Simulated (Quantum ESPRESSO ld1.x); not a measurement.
Input file for ld1.x (Quantum ESPRESSO 7.5):

```
 &input
    atom='Sc',
    iswitch=1,
    rel=1,
    dft='REVPBE',
    config='1s1.5 2s0.5 2p0 3s0',
    verbosity='high',
    prefix='ld1',
    max_out_wfc=37,
    file_charge='ld1.rho',
 /
```

Command: `OMP_NUM_THREADS=1 ld1.x < ld1.in > ld1.out`

It prints (banner and zero overlaps left out):

```
     Program LD1 v.7.5 starts

     --------------------------- All-electron run ----------------------------

     scalar relativistic calculation

     atomic number is 21.00
     dft =REVPBE   lsd =0 sic =0 latt =0  beta=0.20 tr2=1.0E-14
     Exchange-correlation= REVPBE
                           (   1   4   4   4   0   0   0)
     mesh =1957 r(mesh) =  99.83088 a.u. xmin = -8.00 dx = 0.00800
     1 Ry =  13.60569312 eV, c = 137.03599908

     n l     nl                  e(Ry)          e(Ha)          e(eV)
     1 0     1S 1( 1.50)    -415.427751106    -207.713875553  -5652.1824963
     2 0     2S 1( 0.50)     -98.552798929     -49.276399465  -1340.8791386
     2 1     2P 1( 0.00)     -96.219654007     -48.109827003  -1309.1350848
     3 0     3S 1( 0.00)     -42.747960405     -21.373980203   -581.6156309

     final scf error:  1.5E-15 reached in  14 iterations

     Etot =    -703.998868 Ry,    -351.999434 Ha,   -9578.392563 eV

     Ekin =     712.086766 Ry,     356.043383 Ha,    9688.434013 eV
     Encl =   -1432.868511 Ry,    -716.434255 Ha,  -19495.169244 eV
     Eh   =      36.631589 Ry,      18.315794 Ha,     498.398157 eV
     Exc  =     -19.848712 Ry,      -9.924356 Ha,    -270.055489 eV
```

Run on one thread of a shared host, so times are rough (Intel(R) Xeon(R) Processor @ 2.60GHz): 0.48 s of CPU time, 0.71 s wall, 14 iterations on 1957 mesh points.
